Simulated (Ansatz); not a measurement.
`C[NH][GeH2][OH]` → `[NH2][GeH2][CH2]O`  (isomerisation)

Calculated with Ansatz (gas phase, PBE0-D4/def2-TZVP geometries, no zero-point term in ΔE). CBS: MP2 limit from def2 TZ/QZ plus the TZ coupled-cluster correction, frozen cores. For Ge outer-core shells are correlated without core-valence functions, which leaves a few kJ/mol of doubt a bond. Scalar relativity is left out up to krypton. One conformer a species, not always the lowest.

| level | ΔE (kcal/mol) |
| --- | --- |
| SCS-MP2/def2-TZVPP | 18.9 |
| CCSD(T)/def2-TZVPP | 17.0 |
| MP2/CBS(def2) | 17.9 |
| CCSD/CBS(def2) | 17.3 |

Question: What does CCSD(T)/CBS give? (Estimate.)

Answer: Ansatz gave: +16.8 kcal/mol. The listed levels differ from it by 2.1, 0.2, 1.1, 0.5 kcal/mol.

Largest T1 diagnostic among the species: 0.011.

In def2-TZVPP, CCSD(T) changes the Hartree–Fock value by −4.3 kcal/mol (the triples alone add −0.5 kcal/mol) and MP2 by −3.3 kcal/mol. From PBE to PBE0 (25 % exact exchange), in def2-TZVPP and without D4, ΔE moves by +1.0 kcal/mol.
